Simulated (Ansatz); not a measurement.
Breaking the Sn1–F2 bond in FH3Sn (SMILES [F][SnH3]) (multiplicity 1 held, fragments rigid). Energies count from the point at 1.941 Å.
Geometry at that point (charge 0, multiplicity 1):
```xyz
5

Sn    -0.23519    -0.07216    -0.08673
F      1.51444     0.46467     0.55847
H      0.08985    -1.18217    -1.33959
H     -0.96057     1.37603    -0.61963
H     -0.99948    -0.76769     1.26956
```

Restricted levels (R-, RO-) in cc, def2 and unpolarised 6-31G sets keep to the state of the molecule at rest. U- levels take the lowest unrestricted solution at each point, which mixes spins at long bonds. Levels need not reach the same state.

Cores are frozen in the correlated methods. Filled d and f shells under p-block atoms count as core.

The values were computed with Ansatz (an electronic-structure program).  In def2 rows elements past Kr take small-core potentials, without spin–orbit coupling.

Energies in eV.

| R (Å) | U-r2SCAN/def2-TZVPP | R-B3LYP/def2-TZVPP | U-B3LYP/def2-TZVPP | U-MP2/def2-TZVPP |
|---|---|---|---|---|
| 1.552 | 3.33 | 3.47 | 3.47 | 3.51 |
| 1.746 | 0.53 | 0.58 | 0.58 | 0.57 |
| 1.941 | 0.00 | 0.00 | 0.00 | 0.00 |
| 2.135 | 0.34 | 0.30 | 0.30 | 0.35 |
| 2.329 | 0.98 | 0.90 | 0.90 | 1.01 |
| 2.620 | 1.99 | 1.88 | 1.88 | 2.10 |
| 2.911 | 2.87 | 2.76 | 2.76 | 4.36 |
| 3.396 | 3.81 | 3.85 | 3.73 | 5.23 |
| 3.881 | 4.26 | 4.57 | 4.22 | 5.42 |
| 4.463 | 4.52 | 5.09 | 4.51 | 5.47 |
| 5.239 | 4.67 | 5.47 | 4.69 | 5.48 |
| 6.210 | 4.74 | 5.70 | 4.78 | 5.48 |

Doubts at one or more of the structures used: a spin-contaminated determinant (U-r2SCAN/def2-TZVPP, U-B3LYP/def2-TZVPP, U-MP2/def2-TZVPP); a restricted determinant that unrestricted orbitals would lower (R-B3LYP/def2-TZVPP).
